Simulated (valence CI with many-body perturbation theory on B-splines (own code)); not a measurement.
**E1 transitions of Re LXX**

Method: configuration interaction combined with many-body perturbation theory (CI+MBPT): four valence electrons over a frozen Dirac-Fock core [He], radial functions for each j: 11 s, 11 p, 10 d, 8 f, 5 g, 2 h, with the one-electron correlation potential Σ1, the two-electron term Σ2, the three-electron term Σ3, Breit, model QED; selected CI, second order for the rest, scaled by the run's own slope (own B-spline code, finite nucleus).

The last digits are not significant, and no measured levels were compared; by estimate large intervals hold to a few tenths of a per cent, small ones and those within an open d or f shell to about a per cent. Among the levels kept, up to 1300 cm⁻¹ of a level comes from second order outside the variational space, and about a tenth of that is noise between levels of different J, which matters for small intervals.

Lines 151 to 200 of 600 in falling wavelength, among levels below 1104.4 Ry, chosen from the strongest by gf and those to the six lowest levels. Wavelengths and rates use the calculated energies. Electric multipoles are in the length gauge, E1 and E2 with the static RPA response of the core. Weak lines are less certain than strong ones. Lines between different terms over intervals too small for the method are left out, as are lines whose strength nearly cancels. The highest levels of a list are the least certain.

Levels are named by their leading jj configuration (3d3/2^4 stands for four electrons in 3d with j = 3/2), which in mixed levels can hold well under half, so a name can repeat and another be missing. Letters in brackets count levels of one name in rising energy.

```
λ vac (nm)                           Upper                           Lower   A (s⁻¹)  S (a.u.)
     2.123      (2s 2p3/2^2 3p3/2) J=1 [c]         (2s 2p3/2^2 3s) J=1 [b]  1.56e+12  2.21e-02
     2.108       (2p1/2^2 2p3/2 3p3/2) J=0          (2p1/2^2 2p3/2 3s) J=1  1.93e+12  8.92e-03
     2.097      (2s 2p3/2^2 3p3/2) J=2 [a]             (2s 2p3/2^2 3s) J=3  4.72e+11  1.07e-02
     2.092          (2s^2 2p3/2 3p3/2) J=0             (2s^2 2p3/2 3s) J=1  2.21e+12  9.97e-03
    0.7125      (2s 2p3/2^2 3d5/2) J=4 [a]          (2s^2 2p3/2 3d5/2) J=3  1.62e+12  2.61e-03
    0.7123      (2s 2p3/2^2 3p3/2) J=3 [a]          (2s^2 2p3/2 3p3/2) J=2  2.38e+12  2.97e-03
    0.7015          (2s 2p3/2^2 3d5/2) J=5          (2s^2 2p3/2 3d5/2) J=4  2.59e+12  4.86e-03
    0.7010          (2s 2p3/2^2 3p3/2) J=4          (2s^2 2p3/2 3p3/2) J=3  2.83e+12  4.33e-03
    0.7009             (2s 2p3/2^2 3s) J=3             (2s^2 2p3/2 3s) J=2  3.21e+12  3.82e-03
    0.6990          (2s 2p3/2^2 3d3/2) J=4          (2s^2 2p3/2 3d3/2) J=3  2.72e+12  4.13e-03
    0.6981          (2s 2p3/2^2 3p1/2) J=3          (2s^2 2p3/2 3p1/2) J=2  3.02e+12  3.55e-03
    0.6968      (2s 2p3/2^2 3d3/2) J=3 [a]          (2s^2 2p3/2 3d3/2) J=2  2.33e+12  2.73e-03
    0.6957      (2s 2p1/2 2p3/2^2) J=2 [a]          (2s^2 2p1/2 2p3/2) J=1  3.27e+12  2.71e-03
    0.6919   (2p1/2 2p3/2^2 3p3/2) J=3 [a]  (2s 2p1/2 2p3/2 3p3/2) J=2 [c]  7.65e+12  8.75e-03
    0.6909      (2p1/2 2p3/2^2 3s) J=2 [a]     (2s 2p1/2 2p3/2 3s) J=1 [c]  6.34e+12  5.16e-03
    0.6904   (2p1/2 2p3/2^2 3p3/2) J=3 [b]  (2s 2p1/2 2p3/2 3p3/2) J=2 [d]  5.21e+12  5.92e-03
    0.6894      (2s 2p3/2^2 3d5/2) J=3 [a]          (2s^2 2p3/2 3d5/2) J=2  2.37e+12  2.68e-03
    0.6892   (2p1/2 2p3/2^2 3p1/2) J=1 [a]      (2s 2p1/2 2p3/2 3p1/2) J=0  5.38e+12  2.61e-03
    0.6865   (2p1/2 2p3/2^2 3p1/2) J=2 [a]  (2s 2p1/2 2p3/2 3p1/2) J=1 [b]  7.22e+12  5.77e-03
    0.6855          (2s 2p1/2 2p3/2^2) J=3          (2s^2 2p1/2 2p3/2) J=2  3.15e+12  3.50e-03
    0.6836          (2p1/2 2p3/2^2 3s) J=3     (2s 2p1/2 2p3/2 3s) J=2 [c]  8.21e+12  9.06e-03
    0.6835       (2p1/2 2p3/2^2 3p3/2) J=4  (2s 2p1/2 2p3/2 3p3/2) J=3 [c]  9.74e+12  1.38e-02
    0.6835      (2p1/2 2p3/2^2 3s) J=1 [a]         (2s 2p1/2 2p3/2 3s) J=0  5.08e+12  2.40e-03
    0.6829   (2p1/2 2p3/2^2 3p1/2) J=2 [b]  (2s 2p1/2 2p3/2 3p1/2) J=1 [c]  9.19e+12  7.22e-03
    0.6821      (2s 2p3/2^2 3p3/2) J=2 [a]          (2s^2 2p3/2 3p3/2) J=1  4.00e+12  3.13e-03
    0.6814       (2p1/2 2p3/2^2 3p1/2) J=3  (2s 2p1/2 2p3/2 3p1/2) J=2 [c]  9.26e+12  1.01e-02
    0.6794      (2p1/2 2p3/2^2 3s) J=2 [b]     (2s 2p1/2 2p3/2 3s) J=2 [c]  3.17e+12  2.45e-03
    0.6760      (2p1/2 2p3/2^2 3s) J=2 [b]     (2s 2p1/2 2p3/2 3s) J=1 [b]  6.51e+12  4.96e-03
    0.6758   (2p1/2 2p3/2^2 3p3/2) J=1 [b]  (2s 2p1/2 2p3/2 3p3/2) J=0 [b]  5.86e+12  2.68e-03
    0.6723                (2s 2p3/2^3) J=2              (2s^2 2p3/2^2) J=2  1.06e+13  7.94e-03
    0.6695           (2p1/2^2 2p3/2^2) J=2          (2s 2p1/2^2 2p3/2) J=1  9.70e+12  7.19e-03
    0.6687      (2s 2p3/2^2 3p3/2) J=3 [b]          (2s^2 2p3/2 3p3/2) J=2  4.40e+12  4.55e-03
    0.6684             (2p1/2 2p3/2^3) J=1      (2s 2p1/2 2p3/2^2) J=1 [a]  1.48e+13  6.54e-03
    0.6680      (2s 2p3/2^2 3d5/2) J=4 [b]          (2s^2 2p3/2 3d5/2) J=3  4.58e+12  6.06e-03
    0.6669  (2s 2p1/2 2p3/2 3d5/2) J=3 [c]          (2s^2 2p1/2 3d5/2) J=2  1.21e+13  1.24e-02
    0.6667  (2s 2p1/2 2p3/2 3p3/2) J=2 [c]          (2s^2 2p1/2 3p3/2) J=1  1.24e+13  9.04e-03
    0.6667             (2p1/2 2p3/2^3) J=2      (2s 2p1/2 2p3/2^2) J=1 [b]  3.54e+12  2.59e-03
    0.6665          (2p1/2^2 2p3/2 3s) J=1             (2s 2p1/2^2 3s) J=0  7.07e+12  3.10e-03
    0.6662  (2s 2p1/2 2p3/2 3d5/2) J=4 [c]          (2s^2 2p1/2 3d5/2) J=3  1.18e+13  1.55e-02
    0.6659   (2p1/2 2p3/2^2 3p3/2) J=1 [a]  (2s 2p1/2 2p3/2 3p3/2) J=1 [b]  6.11e+12  2.67e-03
    0.6659      (2s 2p3/2^2 3d5/2) J=2 [b]          (2s^2 2p3/2 3d5/2) J=1  6.08e+12  4.43e-03
    0.6653  (2s 2p1/2 2p3/2 3p3/2) J=3 [c]          (2s^2 2p1/2 3p3/2) J=2  1.26e+13  1.28e-02
    0.6651             (2p1/2 2p3/2^3) J=2      (2s 2p1/2 2p3/2^2) J=2 [b]  1.92e+13  1.39e-02
    0.6649       (2p1/2^2 2p3/2 3p3/2) J=1          (2s 2p1/2^2 3p3/2) J=1  8.73e+12  3.80e-03
    0.6648       (2p1/2^2 2p3/2 3d5/2) J=2          (2s 2p1/2^2 3d5/2) J=2  7.43e+12  5.39e-03
    0.6647      (2s 2p3/2^2 3d5/2) J=1 [b]          (2s^2 2p3/2 3d5/2) J=1  7.15e+12  3.11e-03
    0.6647  (2s 2p1/2 2p3/2 3d3/2) J=2 [c]          (2s^2 2p1/2 3d3/2) J=2  1.22e+13  8.86e-03
    0.6645      (2s 2p3/2^2 3d5/2) J=3 [c]          (2s^2 2p3/2 3d5/2) J=3  8.29e+12  8.40e-03
    0.6643                   (2p3/2^4) J=0                (2s 2p3/2^3) J=1  4.29e+13  6.21e-03
    0.6638  (2s 2p1/2 2p3/2 3d3/2) J=1 [d]          (2s^2 2p1/2 3d3/2) J=1  9.63e+12  4.17e-03
```
